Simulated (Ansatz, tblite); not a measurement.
Cost and result up the ladder for AlGe₁₉PH₃₂, a doped nanocrystal cut from the lattice of germanium (Al and P 4.0 A apart) (53 atoms). Total charge 0; singlet. Geometry: PBE-D4/def2-SVP.

Cartesian coordinates in Å:
```
P 3.5648 -2.0763 1.5885
Ge 3.6440 0.5601 -1.3619
Ge 1.4525 -1.5834 -3.6538
Ge 2.3297 1.4842 2.7964
Al 0.0776 -0.8729 0.2182
Ge -1.0039 0.1444 4.1142
Ge -1.0213 2.9321 1.4289
Ge 0.3007 2.0012 -2.7546
Ge -2.1195 -0.1112 -4.9828
Ge -3.2605 0.7014 -1.1871
Ge -4.5054 1.5698 2.5629
Ge 3.6242 -0.5173 3.3670
Ge 4.7837 -1.3306 -0.2972
Ge 1.3579 -2.8563 1.0639
Ge 1.2985 -0.0141 -1.7738
Ge -0.7530 -2.1033 -4.5792
Ge 0.0957 0.8325 2.0313
Ge -2.2675 -1.4027 -0.4040
Ge -3.3993 -0.2392 3.7888
Ge -3.2615 2.3749 0.6069
Ge -2.0699 1.5348 -3.1636
H 4.3506 -3.1690 2.0796
H 4.4899 0.7939 -2.6509
H 3.8869 1.7707 -0.4148
H 2.1433 -2.9060 -3.1938
H 2.3461 -0.9759 -4.7781
H 3.2005 2.2542 1.7618
H 2.3472 2.2993 4.1256
H -0.3436 -1.1593 4.6642
H -0.8075 1.2428 5.2036
H -0.1967 3.7145 0.3658
H -1.1589 3.8489 2.6842
H 0.9900 2.3377 -4.1135
H 0.4917 3.2281 -1.8162
H -1.5810 0.5750 -6.2749
H -3.5830 -0.5595 -5.2751
H -4.7534 0.5224 -1.6189
H -4.6879 2.7636 3.5488
H -5.9299 1.0939 2.1474
H 5.1521 -0.3533 3.6195
H 3.0204 -1.3570 4.5274
H 6.2040 -1.0902 0.2942
H 4.8226 -2.6207 -1.1635
H 1.7842 -4.0367 0.1301
H 1.0521 -3.5221 2.4461
H -0.5741 -2.8668 -5.9269
H -1.4921 -3.0568 -3.6001
H -3.1799 -1.9089 0.7555
H -2.4477 -2.4275 -1.5661
H -3.5907 -1.5810 3.0291
H -4.0853 -0.3904 5.1809
H -3.9669 3.6761 0.1040
H -2.7704 2.8319 -3.6840
```

Ansatz on 11 threads of AMD EPYC 7R13 on a shared host and a whole NVIDIA H100 80GB HBM3; xTB runs through tblite on one thread. Times are rough, summed over both states, and most runs start from the orbitals of an earlier one. PBE0-D4/def2-TZVP serves as the yardstick here, not as an exact answer. The other state is a triplet.

The xTB rows come from tblite. Single mean-field runs in def2-TZVP are fitted with def2-universal-jkfit. HOMO above LUMO, or a gap near zero within one spin, warns that the state may not be the lowest or that an electron is smeared out.

xTB has no spin-polarisation term.

```csv
level,functions,wall time
GFN1-xTB,253,1.4 s
GFN2-xTB,221,1.5 s
PBE-D4/def2-TZVP (with forces),1178,58 s
PBE0-D4/def2-TZVP,1178,1.7 min
```

Task: Estimate what each level gives for the vertical triplet (eV).

Result: 
| level | vertical triplet (eV) | difference from PBE0-D4/def2-TZVP (eV) | remarks |
| --- | --- | --- | --- |
| GFN1-xTB | 2.85 | -1.21 | – |
| GFN2-xTB | 3.21 | -0.84 | – |
| PBE-D4/def2-TZVP (with forces) | 3.59 | -0.47 | gap within one spin near zero (triplet) |
| PBE0-D4/def2-TZVP | 4.06 | 0.00 | – |
